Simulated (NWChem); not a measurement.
System: BH3O; SMILES BO

Input file for NWChem:

```
start job
memory heap 200 mb stack 900 mb global 1100 mb
geometry units angstroms noautoz
  B      0.017697     0.699258     0.000000
  H      1.049642     1.304151     0.000000
  H     -1.052382     1.246493     0.000000
  O      0.101441    -0.645704     0.000000
  H     -0.754031    -1.082859     0.000000
end
basis spherical
  * library def2-tzvp
end
dft
  xc pw6b95
  iterations 150
  mulliken
end
task dft energy
```

Coordinates come from a PBE0-D3(BJ)/def2-TZVP optimisation.

**Question.** What results follow from this input? (PW6B95/def2-TZVP.) Quantities: energy (Ha); highest occupied level (eV); orbital gap (eV); dipole (D).

**Answer.** energy (Ha): -102.07
highest occupied level (eV): -9.00
orbital gap (eV): 8.58
dipole (D): 1.61
